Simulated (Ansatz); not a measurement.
Geometry optimisation, RKS PBE/STO-3G in Ansatz 0.2.0.

Input:

```yaml
crystal:
  periodic: [false, false, false]
  atoms:
    - { symbol: B, position_ang: [-0.8488, 2.0637, 0.0376] }
    - { symbol: Si, position_ang: [-0.6787, 0.2609, 0.5811] }
    - { symbol: C, position_ang: [0.7024, -0.5105, -0.3861] }
    - { symbol: "N", position_ang: [0.991, -1.8852, 0.0436] }
    - { symbol: H, position_ang: [-0.1862, 2.5579, -0.8188] }
    - { symbol: H, position_ang: [-1.7416, 2.7902, 0.513] }
    - { symbol: H, position_ang: [-0.3491, 0.2216, 2.0247] }
    - { symbol: H, position_ang: [-1.8765, -0.4626, 0.308] }
    - { symbol: H, position_ang: [0.5193, -0.4476, -1.419] }
    - { symbol: H, position_ang: [1.663, 0.067, -0.1404] }
    - { symbol: H, position_ang: [1.7562, -2.2647, -0.4172] }
    - { symbol: H, position_ang: [0.126, -2.4458, -0.2922] }
basis:
  gaussian: { orbitals: STO-3G }
hamiltonian:
  xc: pbe
relax:
  f_tol: 0.02
  max_steps: 40
scf:
  lower_state_search: "off"
output:
  orbitals: {}
```

Run as:

```bash
$ ansatz run input.yaml --threads 1 --pin off --max-ram 2048MiB --backend cpu --events-out ev --progress --plain --runs-dir out
```

**Question.** Where does it end, and by what steps?

**Answer.** The run converged. Limits of this set-up: minimal basis. After 8 steps the energy has fallen by 0.701 eV; H5 moved furthest, 0.20 Å.

```
step  energy less start (eV)  largest force component (eV/Å)  accepted
   0                  0.0000                           5.440       yes
   1                 -0.6111                           1.233       yes
   2                 -0.6675                           0.619       yes
   3                 -0.6771                           0.616       yes
   4                 -0.6975                           0.138       yes
   5                 -0.6994                           0.045       yes
   6                 -0.7001                           0.042       yes
   7                 -0.7005                           0.032       yes
   8                 -0.7009                           0.019       yes
```

```xyz
12
Properties=species:S:1:pos:R:3
B -0.946 2.174 0.031
Si -0.632 0.311 0.559
C 0.793 -0.539 -0.366
N 0.972 -1.981 0.134
H -0.301 2.725 -0.791
H -1.806 2.804 0.540
H -0.373 0.256 1.994
H -1.852 -0.459 0.326
H 0.635 -0.471 -1.469
H 1.743 -0.007 -0.153
H 1.734 -2.377 -0.512
H 0.111 -2.489 -0.260
```

Time of the run: 17 s on 1 thread of Arm Neoverse V1 (shared host), peak memory 0.13 GiB.
